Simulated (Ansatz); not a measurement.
Cost and result for the atomization energy of H8N2O2Si2, SMILES `N[SiH2][Si](N)(O)O` (14 atoms, 13 bonds).

```csv
atom,x (Å),y (Å),z (Å)
N1,0.623,1.157,-1.981
Si2,-0.824,0.870,-1.078
Si3,-0.111,-0.265,0.836
N4,0.376,-1.912,0.703
O5,-1.351,-0.236,1.915
O6,1.240,0.570,1.283
H7,0.571,1.578,-2.896
H8,1.416,1.513,-1.471
H9,-1.721,0.018,-1.909
H10,-1.620,2.089,-0.729
H11,1.190,-2.125,0.146
H12,-0.333,-2.614,0.558
H13,-1.266,-0.797,2.689
H14,1.810,0.154,1.933
```

Charge 0, multiplicity 1. All single points use the PBE0-D4/def2-TZVP geometry. It is one conformer, not always the lowest. Program: Ansatz. All runs use 2 threads of an AMD EPYC 7R13 on a shared host and a share of an NVIDIA H100 80 GB. Times are those of one run each, without the atoms' runs, and a repeat can differ threefold. Electronic energies, without spin–orbit coupling; frozen cores. CCSD(T)/CBS adds CCSD(T) − MP2 in def2-TZVPP to the MP2 limit, and its time is that of the two runs behind it. T1 = 0.012. B3LYP takes the VWN-RPA correlation (the form of Gaussian; ORCA's B3LYP/G).

CCSD(T)/CBS is a level of theory with its own doubt, some kJ/mol a heavy atom from the limit and from the frozen cores, so smaller differences don't rank the functionals.

```json
{"level": "PBE-D4/def2-TZVPP (with forces)", "functions": "320", "wall time": "2.7 s", "atomization (kJ/mol)": "5110.3", "difference from CCSD(T)/CBS": "33.5", "per bond": "2.6"}
{"level": "PBE0-D4/def2-TZVPP", "functions": "320", "wall time": "3.1 s", "atomization (kJ/mol)": "5003.6", "difference from CCSD(T)/CBS": "-73.2", "per bond": "-5.6"}
{"level": "r2SCAN-D4/def2-TZVPP (with forces)", "functions": "320", "wall time": "3.3 s", "atomization (kJ/mol)": "5034.6", "difference from CCSD(T)/CBS": "-42.2", "per bond": "-3.2"}
{"level": "B2PLYP/def2-TZVPP", "functions": "320", "wall time": "3.5 s", "atomization (kJ/mol)": "4992.3", "difference from CCSD(T)/CBS": "-84.5", "per bond": "-6.5"}
{"level": "B3LYP-D4/def2-TZVPP (with forces)", "functions": "320", "wall time": "4.2 s", "atomization (kJ/mol)": "5055.1", "difference from CCSD(T)/CBS": "-21.7", "per bond": "-1.7"}
{"level": "MP2/def2-QZVPP", "functions": "608", "wall time": "4.4 s", "atomization (kJ/mol)": "5088.5", "difference from CCSD(T)/CBS": "11.7", "per bond": "0.9"}
{"level": "ωB97X-V/def2-TZVPP", "functions": "320", "wall time": "4.6 s", "atomization (kJ/mol)": "5082.5", "difference from CCSD(T)/CBS": "5.7", "per bond": "0.4"}
{"level": "ωB97M-V/def2-TZVPP (with forces)", "functions": "320", "wall time": "6.5 s", "atomization (kJ/mol)": "5075.0", "difference from CCSD(T)/CBS": "-1.8", "per bond": "-0.1"}
{"level": "CCSD(T)/def2-TZVPP", "functions": "320", "wall time": "8 s", "atomization (kJ/mol)": "4900.7", "difference from CCSD(T)/CBS": "-176.1", "per bond": "-13.5"}
{"level": "CCSD(T)/CBS(def2)", "functions": "–", "wall time": "12 s", "atomization (kJ/mol)": "5076.8", "difference from CCSD(T)/CBS": "0.0", "per bond": "0.0"}
```

In def2-TZVPP, CCSD(T) changes the Hartree–Fock value by +1408.3 kJ/mol (the triples alone add +75.3 kJ/mol) and MP2 by +1490.1 kJ/mol; breaking electron pairs costs correlation energy, which Hartree–Fock lacks. The D4 term adds +53.1 kJ/mol with B3LYP and +28.2 kJ/mol with PBE0; it sums over pairs of atoms, weighted by their polarisabilities, and B3LYP, whose exchange is more repulsive, gets the larger term. From PBE to PBE0 (25 % exact exchange), in def2-TZVPP and without D4, the atomization energy moves by −101.9 kJ/mol: exact exchange takes away binding that semilocal exchange gives to molecules.
